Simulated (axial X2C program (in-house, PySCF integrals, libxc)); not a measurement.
**Potential curves of NaW⁺, with spin–orbit coupling**

Calculated with an in-house all-electron X2C program for linear molecules (integrals from PySCF). Two-component (2c) means X2C with spin–orbit coupling and atomic mean-field two-electron Coulomb and Gaunt terms. Basis: W dyall-cv3z [13s14p9d7f4g], Na dyall-cv3z [9s8p5d2f] (cores contracted in-house); Gaussian nuclei, density fitting, unrestricted open shells. Masses: W 183.951 u, Na 22.990 u.

State: Ω = 3 (⟨Sz⟩ = 2.98, ⟨Lz⟩ = 0.02 at HF). Energies in eV from the lowest point of each curve. Fits are polynomials in 1 − R0/R over 0.85 to 1.23 times the lowest point R0.

```
 R (Å)    CCSD     MP2  CCSD(T)      HF
2.9357  0.0755  0.0729   0.0766  0.0759
3.0324  0.0336  0.0320   0.0343  0.0338
3.1292  0.0098  0.0091   0.0101  0.0098
3.2260  0.0000  0.0000   0.0000  0.0000
3.3389  0.0019  0.0026   0.0015  0.0022
3.4518  0.0143  0.0154   0.0135  0.0154
3.5970  0.0405  0.0418   0.0393  0.0433
```

Correlated methods: 6 electrons correlated (number of frozen shells: W 5 s, 4 p, 2 d, 1 f; Na 2 s, 1 p), 338 virtual spin orbitals or spinors in MP2, 47 natural virtuals in coupled cluster.

The state is a single determinant with fixed occupations, the lowest that a limited PBE0 search found. CCSD and (T) use frozen natural virtuals with an MP2 correction for the truncation; (T) itself is uncorrected, so its De runs slightly low. With several unpaired electrons one determinant need not be a pure state. Open-shell Ω = 0 determinants with evenly filled partner blocks cannot be reached by this program, so the Ω shown need not be the lowest component. With the outer-core shells frozen, correlated bond lengths of heavy atoms tend to come out a few hundredths of an ångström too long. Under one Hamiltonian the search converged a single determinant, so lower ones may well exist. Coupled cluster ran on the points near the minimum only. MP2 and coupled cluster on one determinant become unreliable at the stretched end.

(1) Fit the CCSD curve near its minimum: give the equilibrium distance and the harmonic wavenumber.

(2) Fit the MP2 curve near its minimum: give the equilibrium distance and the harmonic wavenumber.

(3) What are Re and ωe at the CCSD(T) level?

(4) Fit the HF curve near its minimum: give the equilibrium distance and the harmonic wavenumber.

Results:

(1) At CCSD, 2c: Re = 3.264 Å, ωe ≈ 116 cm⁻¹; Be follows as 0.0774 cm⁻¹.

(2) At MP2, 2c: Re = 3.258 Å, ωe ≈ 117 cm⁻¹; Be follows as 0.0777 cm⁻¹.

(3) At CCSD(T), 2c: Re = 3.267 Å, ωe ≈ 116 cm⁻¹; Be follows as 0.0773 cm⁻¹.

(4) At HF, 2c: Re = 3.262 Å, ωe ≈ 119 cm⁻¹; Be follows as 0.0775 cm⁻¹.
